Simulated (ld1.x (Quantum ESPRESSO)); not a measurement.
# Building the RRKJ potential for lead (Pb) (PBE, fully relativistic).

| Quantity | Value |
| --- | --- |
| Element | Pb (Z = 82) |
| Generator | ld1.x (Quantum ESPRESSO) 7.5 |
| Type | norm-conserving RRKJ (Kleinman–Bylander form) |
| Functional | PBE |
| Relativity | fully relativistic |
| Frozen core | [Xe] 4f14 5d10 |
| Valence charge | 4 |
| Reference configuration | 6s2 6p0 (charge +2) |
| Partial waves | 6s (bound): rc 1.55 bohr; 6d channel at 0.25 Ry: rc 1.55 bohr; 6p (bound, empty): rc 2.05 bohr |
| Local potential | the p channel |
| Core correction | a·sin(br)/r model core, default radius (core density twice the valence density) |

Open shells are filled in proportion to 2j + 1 (rel_dist='average').

All-electron outer shells of the reference configuration (PBE, scalar-relativistic, ld1.x):

| shell | level (eV) | outermost node (bohr) | outermost maximum (bohr) |
| --- | --- | --- | --- |
| 6s | -27.44 | 1.01 | 1.93 |
| 6p | -17.17 | 1.18 | 2.41 |

**Question.** Is a potential produced?

**Answer.** No. ld1.x (Quantum ESPRESSO) 7.5 stopped with "compute_chi: n is too large": the Bessel-function wave could not be built (negative determinant in compute_phi), and the routine for χ then failed on it.
